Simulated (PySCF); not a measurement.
**SeF: energy against distance**

Set-up: Se aug-cc-pVDZ-PP with ECP10, F aug-cc-pVDZ; scalar-relativistic core potentials (PySCF 2.14). Energies in eV from Se + F in their ground configurations at the same level. State: ²Π (doublet), unpaired electrons π ↑.

```
R (Å)  BHandHLYP    PBE0   ωB97X  r²SCANh
1.524     -1.654  -2.062  -2.190   -2.008
1.595     -2.346  -2.778  -2.916   -2.722
1.666     -2.711  -3.166  -3.312   -3.109
1.719     -2.829  -3.300  -3.451   -3.244
1.772     -2.848  -3.335  -3.489   -3.280
1.825     -2.792  -3.295  -3.450   -3.241
1.896     -2.632  -3.154  -3.310   -3.103
1.985     -2.340  -2.886  -3.038   -2.840
2.091     -1.915  -2.488  -2.629   -2.447
2.233     -1.330  -1.914  -2.031   -1.882
```

Question: Put a parabola through the three lowest points of the BHandHLYP curve and estimate Re, k and ωe (reduced mass 15.35 u; 1 eV/Å² = 0.16022 mdyn/Å; ωe = 1302.8·√(k/μ) cm⁻¹).

Answer: Through R = 1.719, 1.772, 1.825 Å the second-order coefficient is 13.3 eV/Å², so Re ≈ 1.759 Å, k ≈ 4.28 mdyn/Å and ωe ≈ 688 cm⁻¹. A polynomial fit of higher order to the unrounded BHandHLYP energies gives Re = 1.757 Å, k = 4.59 mdyn/Å, ωe = 712 cm⁻¹; anharmonicity and rounding make the difference.

The higher-order fit for each curve: BHandHLYP: Re = 1.757 Å, ωe = 712 cm⁻¹, De = 2.85 eV; PBE0: Re = 1.768 Å, ωe = 695 cm⁻¹, De = 3.34 eV; ωB97X: Re = 1.769 Å, ωe = 699 cm⁻¹, De = 3.49 eV; r²SCANh: Re = 1.768 Å, ωe = 691 cm⁻¹, De = 3.28 eV.

⟨S²⟩ of the unrestricted solution departs from its pure value on part of the curve, where spin states mix. Spin–orbit coupling is left out. The state was picked by a PBE0 search and need not be the measured ground state.
